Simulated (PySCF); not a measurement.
**C4H11SSi2: g tensor and hyperfine couplings**

C4H11SSi2 (doublet state).
Cartesian coordinates in Å at the GFN2-xTB level; atoms count from 1:
```xyz
18
C4H11SSi2 angstrom
Si     1.8938   -1.1109   -0.0940
C      0.4089   -0.4988    0.9553
C     -0.8644   -1.1110    0.5733
C     -1.4169   -0.9446   -0.7446
S     -2.2114    0.7888   -0.9325
C     -0.6829    1.7592   -0.7896
Si     0.1771    1.4152    0.8723
H      1.9049   -2.5732   -0.0558
H      1.8016   -0.6635   -1.4859
H      3.1129   -0.5604    0.4987
H      0.6289   -0.7461    1.9971
H     -1.5230   -1.4683    1.3502
H     -0.6813   -0.9642   -1.5465
H     -2.2490   -1.6088   -0.9615
H     -0.9994    2.7967   -0.8585
H     -0.0608    1.5381   -1.6568
H      1.4613    2.1209    0.9083
H     -0.7092    1.8373    1.9587
```

The hyperfine couplings belong to this conformer and change with its torsions.

As a line formula: `[SiH3][C@@H]1[CH]CSC[SiH2]1` [radical].

Level of theory: PySCF 2.14.0, UKS B3LYP, pcH-1 on C H S Si, non-relativistic, mean-field spin-orbit, GIAO. Geometry: GFN2-xTB, one conformer, isolated molecule. Couplings are sensitive to structure, and on GFN2-xTB geometries they can be far from those on DFT ones. Stability of the SCF solution: not tested.

| Property | Result |
| --- | --- |
| g1, g2, g3 | 2.00167, 2.00254, 2.00736 |
| g_iso | 2.00386 |
| Form of g | rhombic: the two nearest values differ by 15 % of g3 − g1 |
| ⟨S²⟩ | 0.7560 (exact 0.7500) |
| HOMO–LUMO gap, α and β orbitals | 5.07, 4.07 eV |
| Total energy | -1136.21564 Eh |

Hyperfine couplings atom by atom, in MHz; T1 to T3 are the principal values of the dipolar part; ρ(0) is the spin density at the nucleus:

```json
{"atom": "Si1", "isotope": "29Si", "a_iso": "-69.6", "of which spin–orbit": "0.1", "T1": "-11.6", "T2": "5.7", "T3": "5.9", "Mulliken spin population": "0.04", "ρ(0) (bohr⁻³)": "0.0784"}
{"atom": "C2", "isotope": "13C", "a_iso": "-23.6", "of which spin–orbit": "0.0", "T1": "-4.4", "T2": "-0.6", "T3": "5.0", "Mulliken spin population": "-0.05", "ρ(0) (bohr⁻³)": "-0.0210"}
{"atom": "C3", "isotope": "13C", "a_iso": "82.5", "of which spin–orbit": "0.0", "T1": "-69.4", "T2": "-68.5", "T3": "137.8", "Mulliken spin population": "0.85", "ρ(0) (bohr⁻³)": "0.0734"}
{"atom": "C4", "isotope": "13C", "a_iso": "-22.5", "of which spin–orbit": "0.0", "T1": "-6.1", "T2": "0.9", "T3": "5.2", "Mulliken spin population": "-0.09", "ρ(0) (bohr⁻³)": "-0.0200"}
{"atom": "S5", "isotope": "33S", "a_iso": "22.3", "of which spin–orbit": "0.1", "T1": "-21.4", "T2": "-18.9", "T3": "40.3", "Mulliken spin population": "0.17", "ρ(0) (bohr⁻³)": "0.0646"}
{"atom": "C6", "isotope": "13C", "a_iso": "-4.5", "of which spin–orbit": "0.1", "T1": "-0.9", "T2": "-0.5", "T3": "1.4", "Mulliken spin population": "-0.01", "ρ(0) (bohr⁻³)": "-0.0041"}
{"atom": "Si7", "isotope": "29Si", "a_iso": "-65.1", "of which spin–orbit": "0.1", "T1": "-23.6", "T2": "11.5", "T3": "12.1", "Mulliken spin population": "0.08", "ρ(0) (bohr⁻³)": "0.0734"}
{"atom": "H8", "isotope": "1H", "a_iso": "-2.1", "of which spin–orbit": "0.0", "T1": "-2.7", "T2": "-1.6", "T3": "4.3", "Mulliken spin population": "0.00", "ρ(0) (bohr⁻³)": "-0.0005"}
{"atom": "H9", "isotope": "1H", "a_iso": "-1.3", "of which spin–orbit": "0.0", "T1": "-1.7", "T2": "-1.3", "T3": "3.0", "Mulliken spin population": "0.00", "ρ(0) (bohr⁻³)": "-0.0003"}
{"atom": "H10", "isotope": "1H", "a_iso": "8.8", "of which spin–orbit": "0.0", "T1": "-1.5", "T2": "-1.1", "T3": "2.6", "Mulliken spin population": "0.01", "ρ(0) (bohr⁻³)": "0.0020"}
{"atom": "H11", "isotope": "1H", "a_iso": "6.4", "of which spin–orbit": "0.0", "T1": "-4.0", "T2": "-2.7", "T3": "6.7", "Mulliken spin population": "0.00", "ρ(0) (bohr⁻³)": "0.0014"}
{"atom": "H12", "isotope": "1H", "a_iso": "-50.8", "of which spin–orbit": "0.0", "T1": "-32.4", "T2": "-0.5", "T3": "32.9", "Mulliken spin population": "-0.04", "ρ(0) (bohr⁻³)": "-0.0114"}
{"atom": "H13", "isotope": "1H", "a_iso": "26.2", "of which spin–orbit": "0.0", "T1": "-4.7", "T2": "-2.8", "T3": "7.5", "Mulliken spin population": "0.01", "ρ(0) (bohr⁻³)": "0.0059"}
{"atom": "H14", "isotope": "1H", "a_iso": "22.8", "of which spin–orbit": "0.0", "T1": "-5.2", "T2": "-2.6", "T3": "7.8", "Mulliken spin population": "0.01", "ρ(0) (bohr⁻³)": "0.0051"}
{"atom": "H15", "isotope": "1H", "a_iso": "17.3", "of which spin–orbit": "0.0", "T1": "-1.7", "T2": "-0.6", "T3": "2.3", "Mulliken spin population": "0.00", "ρ(0) (bohr⁻³)": "0.0039"}
{"atom": "H16", "isotope": "1H", "a_iso": "-0.9", "of which spin–orbit": "0.0", "T1": "-1.7", "T2": "-0.5", "T3": "2.2", "Mulliken spin population": "0.00", "ρ(0) (bohr⁻³)": "-0.0002"}
{"atom": "H17", "isotope": "1H", "a_iso": "12.1", "of which spin–orbit": "0.0", "T1": "-2.2", "T2": "-0.7", "T3": "2.9", "Mulliken spin population": "0.01", "ρ(0) (bohr⁻³)": "0.0027"}
{"atom": "H18", "isotope": "1H", "a_iso": "-2.4", "of which spin–orbit": "0.0", "T1": "-2.1", "T2": "-1.5", "T3": "3.6", "Mulliken spin population": "0.00", "ρ(0) (bohr⁻³)": "-0.0005"}
```

The largest Mulliken spin populations are on C3 (+0.85), S5 (+0.17), C4 (-0.09) and Si7 (+0.08). The angles at C3 add up to 358.0°, so it is nearly planar; its axial dipolar tensor and the negative coupling of its proton fit spin in a p orbital normal to that plane.

Under fast tumbling the dipolar parts average out, and these isotropic splittings remain (the largest six): 1 × 1H (H12, I = 1/2, 2 lines) with 1.81 mT, 1 × 1H (H13, I = 1/2, 2 lines) with 0.94 mT, 1 × 1H (H14, I = 1/2, 2 lines) with 0.81 mT, 1 × 1H (H15, I = 1/2, 2 lines) with 0.62 mT, 1 × 1H (H17, I = 1/2, 2 lines) with 0.43 mT and 1 × 1H (H11, I = 1/2, 2 lines) with 0.23 mT.

Means are taken over nuclei equivalent by connectivity, which assumes that they swap fast. The three 1H nuclei of mean +1.8 MHz run from -2.1 to 8.8 MHz in the frozen geometry.

The 13C coupling of C3 (82.5 MHz) shows only in satellite lines or after enrichment, since that isotope makes up about 1.07 % of natural carbon.

The 29Si coupling of Si1 (-69.6 MHz) shows only in satellite lines or after enrichment, since that isotope makes up about 4.7 % of natural silicon.

Examples of negative spin density at the nucleus (bohr⁻³): C2 (-0.0210), C4 (-0.0200) and H12 (-0.0114).
